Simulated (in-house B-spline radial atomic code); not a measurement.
Ionising Au22+ with different functionals

Computed with a B-spline radial code for spherical atoms: scalar-relativistic (spin-free X2C) Hamiltonian, Fermi nucleus of rms radius 5.4371 fm, spin-polarised at highest spin, spherical fractional occupations for the functionals. The ionisation energy is the difference of two self-consistent energies, [Kr] 4d10 4f11 → [Kr] 4d10 4f10, without Breit or QED terms; ε is the level of the shell that loses the electron (its least bound occupied spin orbital). There is no spin-orbit coupling in this Hamiltonian.

Hybrids are left out here: with spherical fractional occupations of an open shell their exact exchange keeps a self-interaction that integer-occupation calculations don't have.

```
           method      rung  ΔSCF (eV)  -ε(4f) (eV)
LDA exchange-only       LDA     656.89       633.83
         LDA VWN5       LDA     659.77       636.66
             PW91       GGA     659.49       636.39
             TPSS  meta-GGA     658.66       635.61
```

(1) How do they compare with the NIST value?

## Answers

(1) NIST lists 650 eV ± 40 (tabulated theory, ground level to ground level). Errors run from +6.89 to +9.77 eV; all lie within about twice that uncertainty, so the table can't rank the methods.
